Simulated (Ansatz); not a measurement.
H8N4Sn (`[NH2][Sn]([NH2])([NH2])[NH2]`), relaxed with RKS PBE0-D4/def2-TZVP in Ansatz from a PBE-D4/def2-SVP geometry. The force threshold is 0.005 eV/Å; the program also tests the step.

The species carries charge 0 and has multiplicity 1. Sn: def2 effective core potential.

Start:

```xyz
13

N    -2.068    0.176    0.255
Sn   -0.032    0.012    0.005
N     0.556   -1.129    1.634
N     0.570   -0.858   -1.786
N     0.637    1.966   -0.119
H    -2.415    0.979   -0.286
H    -2.574   -0.654   -0.083
H     1.563   -1.031    1.825
H     0.069   -0.785    2.475
H     1.403   -1.442   -1.616
H    -0.161   -1.518   -2.094
H     1.175    2.238    0.715
H     1.276    2.045   -0.923
```

Task: By how much does the energy fall, and how many steps does the optimiser take? (Estimate.)

Result: Computed: 20.51 kJ/mol, in 24 steps, 5 of them rejected.

Task: Which bonds change most? (Best estimate.)

Result: Ansatz gave: Sn2–N4 from 2.080 to 2.019 Å; Sn2–N3 from 2.074 to 2.019 Å; Sn2–N5 from 2.069 to 2.019 Å; N1–Sn2 from 2.058 to 2.019 Å.

Task: Give the relaxed structure. (Best estimate.)

Result: The calculation gave: 
```xyz
13

N    -1.977    0.253    0.320
Sn    0.000    0.000    0.000
N     0.564   -1.100    1.596
N     0.785   -1.035   -1.545
N     0.628    1.883   -0.370
H    -2.453    0.763   -0.412
H    -2.483   -0.607    0.488
H     1.555   -1.300    1.632
H     0.286   -0.711    2.487
H     0.542   -2.017   -1.552
H     0.570   -0.648   -2.455
H     0.358    2.555    0.335
H     1.624    1.964   -0.523
```
